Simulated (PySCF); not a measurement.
C₂H₆BrClSi (SMILES C[Si](C)(Cl)Br), singlet, geometry from GFN2-xTB, with bond 5-2 at 1.4 times its length; CASCI(6,4)+NEVPT2/STO-3G in PySCF.

Here is a job for PySCF.
```python
from pyscf import gto, scf, mcscf, mrpt
import numpy

mol = gto.Mole()
mol.atom = '''
    C     1.469946   -1.727710   -0.012123
    Si    0.077103   -0.524355   -0.464688
    C    -1.556700   -1.374441   -0.912944
    Cl    0.665099    0.730580   -1.948145
    Br   -0.489085    1.174189    2.103741
    H     1.186076   -2.365344    0.820609
    H     2.372099   -1.193882    0.277124
    H     1.722027   -2.369542   -0.851323
    H    -2.334691   -0.644507   -1.123757
    H    -1.910250   -2.003942   -0.100950
    H    -1.444746   -1.999918   -1.793849
'''
mol.basis = 'sto-3g'
mol.charge = 0
mol.spin = 0
mol.verbose = 4
mol.build()

mf = scf.RHF(mol)
mf.kernel()
mc = mcscf.CASCI(mf, 4, 6)
mc.fix_spin_(ss=0.0)
mc.kernel()
occ = numpy.linalg.eigvalsh(mc.fcisolver.make_rdm1(mc.ci, mc.ncas, mc.nelecas))[::-1]
ss = mc.fcisolver.spin_square(mc.ci, mc.ncas, mc.nelecas)[0]
print('natural occupations', occ.round(4), ' <S^2>', round(ss, 4))
e2 = mrpt.NEVPT(mc).kernel()
print('E(NEVPT2) = %.10f' % (mc.e_tot + e2))
```

It wrote (shortened):

```
PySCF version 2.14.0

[INPUT] verbose = 4
[INPUT] num. atoms = 11
[INPUT] num. electrons = 84
[INPUT] charge = 0
[INPUT] spin (= nelec alpha-beta = 2S) = 0
[INPUT] symmetry False subgroup None
[INPUT] Mole.unit = angstrom
[INPUT] Symbol           X                Y                Z      unit          X                Y                Z       unit  Magmom
[...]
nuclear repulsion = 443.356746084922
number of shells = 30
number of NR pGTOs = 156
number of NR cGTOs = 52
basis = sto-3g
ecp = {}

******** <class 'pyscf.scf.hf.RHF'> ********
method = RHF
initial guess = minao
damping factor = 0
level_shift factor = 0
DIIS = <class 'pyscf.scf.diis.CDIIS'>
diis_start_cycle = 1
diis_space = 8
diis_damp = 0
SCF conv_tol = 1e-09
SCF conv_tol_grad = None
SCF max_cycles = 50
direct_scf = True
direct_scf_tol = 1e-13
Set gradient conv threshold to 3.16228e-05
Initial guess from minao.
init E= -3358.94990018442
[...]
cycle= 1 E= -3363.02825462029  delta_E= -4.08  |g|= 0.324  |ddm|= 3.59
[...]
cycle= 2 E= -3363.15318464562  delta_E= -0.125  |g|= 0.16  |ddm|= 1.73
[...]
cycle= 3 E= -3363.16444244076  delta_E= -0.0113  |g|= 0.0345  |ddm|= 0.31
[...]
cycle= 4 E= -3363.1655962663  delta_E= -0.00115  |g|= 0.00527  |ddm|= 0.134
[...]
cycle= 5 E= -3363.16561818381  delta_E= -2.19e-05  |g|= 0.00141  |ddm|= 0.0151
[...]
cycle= 6 E= -3363.16562022112  delta_E= -2.04e-06  |g|= 0.00031  |ddm|= 0.00498
[...]
cycle= 7 E= -3363.16562031011  delta_E= -8.9e-08  |g|= 7.89e-05  |ddm|= 0.000963
[...]
cycle= 8 E= -3363.16562031805  delta_E= -7.94e-09  |g|= 2.07e-05  |ddm|= 0.000343
[...]
cycle= 9 E= -3363.16562031916  delta_E= -1.11e-09  |g|= 9.38e-06  |ddm|= 0.000146
[...]
cycle= 10 E= -3363.16562031954  delta_E= -3.82e-10  |g|= 2.95e-06  |ddm|= 0.000119
[...]
Extra cycle  E= -3363.16562031956  delta_E= -2.36e-11  |g|= 1.9e-06  |ddm|= 1.47e-05
converged SCF energy = -3363.16562031956

******** <class 'pyscf.mcscf.casci.CASCI'> ********
CAS (3e+3e, 4o), ncore = 39, nvir = 9
natorb = False
canonicalization = True
sorting_mo_energy = False
******** <class 'pyscf.fci.addons.SpinPenaltyFCISolver'> ********
max. cycles = 200
conv_tol = 1e-08
davidson only = True
linear dependence = 1e-12
level shift = 0.001
max iter space = 12
nroots = 1
pspace_size = 400
spin = None
Density matrix diagonal elements [1.99973245 1.99959094 1.7772436  0.22343301]
CASCI converged
CASCI E = -3363.20404237871  E(CI) = -7.41208538535284  S^2 = 0.0000000
natural occupations [1.9997 1.9997 1.7884 0.2122]  <S^2> 0.0

******** <class 'pyscf.mrpt.nevpt2.NEVPT'> ********
NEVPT2 (3e+3e, 4o), ncore = 39, nvir = 9
root = 0
Natural occ [1.99973334 1.99973245 1.78835835 0.21217586]
Natural orbital (expansion on meta-Lowdin AOs) in CAS space
               #1        #2        #3        #4
0 C 1s          -0.00005   0.00010  -0.00063   0.00099
0 C 2s           0.00465  -0.00914   0.05346  -0.06804
0 C 2px         -0.00865   0.01430  -0.10143   0.10122
0 C 2py          0.00559  -0.01425   0.10956  -0.09368
0 C 2pz          0.00026   0.00275   0.00106   0.02467
1 Si 1s          0.00001  -0.00000  -0.00022   0.00059
1 Si 2s         -0.00004   0.00000  -0.00115  -0.00088
1 Si 3s          0.00303  -0.00000  -0.19306   0.35371
1 Si 2px         0.00002   0.00022  -0.00059   0.00127
1 Si 2py         0.00008  -0.00003   0.00336  -0.00703
1 Si 2pz        -0.00003   0.00007   0.00329  -0.00702
1 Si 3px         0.00383   0.00241   0.07387  -0.08568
1 Si 3py         0.00686  -0.00028  -0.31480   0.39975
1 Si 3pz        -0.01018   0.00072  -0.37163   0.44463
2 C 1s          -0.00005  -0.00010  -0.00063   0.00099
2 C 2s           0.00465   0.00914   0.05346  -0.06804
2 C 2px          0.00808   0.01615   0.10525  -0.11561
2 C 2py          0.00364   0.01070   0.08544  -0.06837
2 C 2pz          0.00524   0.00632   0.06257  -0.03987
3 Cl 1s         -0.00001   0.00000   0.00003  -0.00010
3 Cl 2s          0.00017  -0.00000  -0.00081   0.00162
3 Cl 3s         -0.00199   0.00000   0.00540  -0.03403
3 Cl 2px        -0.00010   0.00001   0.00073  -0.00114
3 Cl 2py        -0.00016  -0.00000  -0.00092  -0.00006
3 Cl 2pz         0.00028   0.00000  -0.00282   0.00381
3 Cl 3px         0.00750  -0.00045  -0.05447   0.05835
3 Cl 3py         0.01078   0.00005   0.08989  -0.01124
3 Cl 3pz        -0.02098  -0.00013   0.21826  -0.20045
4 Br 1s         -0.00002   0.00000  -0.00028   0.00011
4 Br 2s          0.00001  -0.00000   0.00059  -0.00078
4 Br 3s          0.00139  -0.00000   0.02492  -0.00942
4 Br 4s          0.00351  -0.00000   0.07986  -0.04998
4 Br 2px         0.00033   0.00130  -0.00019  -0.00017
4 Br 2py         0.00116  -0.00015   0.00054   0.00047
4 Br 2pz        -0.00065   0.00039   0.00086   0.00075
4 Br 3px        -0.00455  -0.01805   0.00268   0.00270
4 Br 3py        -0.01603   0.00211  -0.00741  -0.00758
4 Br 3pz         0.00902  -0.00537  -0.01189  -0.01204
4 Br 4px         0.24024   0.95182  -0.14377  -0.11743
4 Br 4py         0.84532  -0.11110   0.39862   0.32873
4 Br 4pz        -0.47566   0.28329   0.63938   0.52348
4 Br 3dxy        0.00000   0.00011  -0.00025   0.00037
4 Br 3dyz        0.00007   0.00002   0.00113  -0.00168
4 Br 3dz^2      -0.00013   0.00007   0.00077  -0.00117
4 Br 3dxz        0.00005   0.00013  -0.00039   0.00059
4 Br 3dx2-y2    -0.00010  -0.00002  -0.00032   0.00047
5 H 1s           0.00057   0.00192   0.00376  -0.01101
6 H 1s          -0.00141   0.00184   0.01692  -0.02867
7 H 1s          -0.00388   0.00573  -0.08611   0.08938
8 H 1s          -0.00141  -0.00184   0.01692  -0.02867
9 H 1s           0.00057  -0.00192   0.00376  -0.01101
10 H 1s         -0.00388  -0.00573  -0.08611   0.08938
<CAS-nat-orb|mo-hf>  40     41       0.99966527
<CAS-nat-orb|mo-hf>  41     40       1.00000000
<CAS-nat-orb|mo-hf>  42     42       0.99608810
<CAS-nat-orb|mo-hf>  43     43       0.99642272
Sr    (-1)',   E = -0.00054450184392
Si    (+1)',   E = -0.00428118581008
Sijrs (0)  ,   E = -0.12577311563649
Sijr  (+1) ,   E = -0.01071269792777
Srsi  (-1) ,   E = -0.00538561660286
Srs   (-2) ,   E = -0.00005538063173
Sij   (+2) ,   E = -0.00082880918671
Sir   (0)' ,   E = -0.00371247983434
Nevpt2 Energy = -0.151293787473904
E(NEVPT2) = -3363.3553361662
```
